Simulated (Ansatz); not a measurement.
`C[O][Ti]1234([N](C)C)([N](C)C)[C@@H]5[C@H]1[C@H]2[C@]3([SiH3])[C@@H]54`, 37 atoms. The species carries charge 0 and has multiplicity 1. Correlated methods include outer-core shells of Ti, which these sets cover unevenly. Scalar relativity is left out up to krypton. All runs use 11 threads of an AMD EPYC 7R13 on a shared host and a whole NVIDIA H100 80 GB. Correlated methods freeze the cores.

Task: How many basis functions does each run have, and how long does it take in Ansatz? RHF-MP2/def2-QZVPP energy; RKS PBE0-D4/def2-SVP energy; RKS LC-ωPBE/def2-TZVPP energy; RKS PBE-D4/def2-TZVPP energy and forces; RHF-MP2/def2-TZVPP energy; RKS PBE0-D4/def2-QZVPP energy; direct RPA on PBE orbitals/def2-TZVPP energy; RKS ωB97M-V/def2-SVP energy; RKS ωB97M-V/def2-QZVPP energy; RKS PBE0-D4/def2-TZVP relaxation (40 steps); RKS CAM-B3LYP-D4/def2-TZVPP energy; RKS B97M-V/def2-TZVPP energy. (Estimate.)

Result: Ansatz gave: Other jobs shared the machine, so times are rough.

| level | job | functions | wall time | peak host memory (GiB) |
| --- | --- | --- | --- | --- |
| RKS PBE0-D4/def2-SVP | energy | 341 | 1.9 s | 2.2 |
| RKS ωB97M-V/def2-SVP | energy | 341 | 3 s | 2.2 |
| RKS PBE-D4/def2-TZVPP | energy and forces | 817 | 3.3 s | 2.2 |
| RHF-MP2/def2-TZVPP | energy | 817 | 3.9 s | 2.2 |
| RKS LC-ωPBE/def2-TZVPP | energy | 817 | 4.2 s | 2.2 |
| RKS CAM-B3LYP-D4/def2-TZVPP | energy | 817 | 4.2 s | 2.2 |
| RKS B97M-V/def2-TZVPP | energy | 817 | 4.3 s | 2.2 |
| RKS PBE0-D4/def2-QZVPP | energy | 1564 | 7 s | 2.6 |
| direct RPA on PBE orbitals/def2-TZVPP | energy | 817 | 9 s | 7.8 |
| RKS ωB97M-V/def2-QZVPP | energy | 1564 | 12 s | 2.8 |
| RHF-MP2/def2-QZVPP | energy | 1564 | 29 s | 39 |
| RKS PBE0-D4/def2-TZVP | relaxation (40 steps) | 617 | 94 s | 2.2 |

LC-ωPBE has ω = 0.4 bohr⁻¹.
